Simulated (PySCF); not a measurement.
C₄H₇NSi, SMILES C/C(C#N)=C/[SiH3]. Atoms are numbered in the order given.

```xyz
13

C      2.1317    -0.8933     0.7717
C      0.8232    -0.3120     0.3222
C      0.4268     0.9134     0.9647
N      0.1108     1.9009     1.4852
C      0.0171    -0.8481    -0.6177
Si    -1.6256    -0.1246    -1.1864
H      2.1125    -1.1098     1.8514
H      2.9545    -0.1814     0.6004
H      2.3482    -1.8223     0.2279
H      0.3654    -1.7823    -1.0759
H     -2.1802    -1.0185    -2.2450
H     -2.5850    -0.0520    -0.0451
H     -1.4251     1.2445    -1.7461
```
Charge 0, spin multiplicity 1.

Coordinates come from a PBE0-D3(BJ)/def2-SVP optimisation. The geometry has at least one imaginary mode, so it is a saddle point at that level. The structure was generated by enumeration; whether it is a known compound was not checked.

Level of theory: SMD-B3LYP/def2-SVP (PySCF).

Solvation free energies are E(SMD) − E(gas) at the gas-phase geometry, for 1 M in both phases. In vacuum the dipole moment is 3.64 D.

Problem. Rank water, 1-octanol, cyclohexanone by solvation free energy, most negative first.

Solution. cyclohexanone (-3.4 kcal/mol), 1-octanol (-2.8 kcal/mol), water (0.0 kcal/mol)
